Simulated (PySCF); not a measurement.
## Correlation energy of Kr+ (krypton, charge +1)

[Ar] 3d10 4s2 4p5, 2P determinant. Calculation: PySCF 2.14, in pcseg-2; the non-relativistic Hamiltonian (point nucleus). Frozen: [Ar] 3d10; 7 electrons correlated.

MP2 pair energies summed by pair of shells (mhartree):

```json
{"pair": "4p-4p", "energy": "-85.24", "share (%)": "62.4"}
{"pair": "4s-4p", "energy": "-43.72", "share (%)": "32.0"}
{"pair": "4s-4s", "energy": "-7.62", "share (%)": "5.6"}
```

Total MP2 correlation energy: -136.58 mhartree.

Same-spin part -31.17 and opposite-spin part -105.41 mhartree; SCS-MP2 scales them by 1/3 and 6/5 to -136.88 mhartree.

```
  level  correlation energy (mhartree)
   CCSD                        -156.88
    (T)                          -4.04
CCSD(T)                        -160.92
```

Diagnostics: T1 = 0.0056, D1 = 0.0192, largest double amplitude 0.049.

**Question.** Is a single reference adequate?

**Answer.** Yes, within this model without spin-orbit coupling: T1 lies below 0.03 and no double amplitude reaches 0.07.
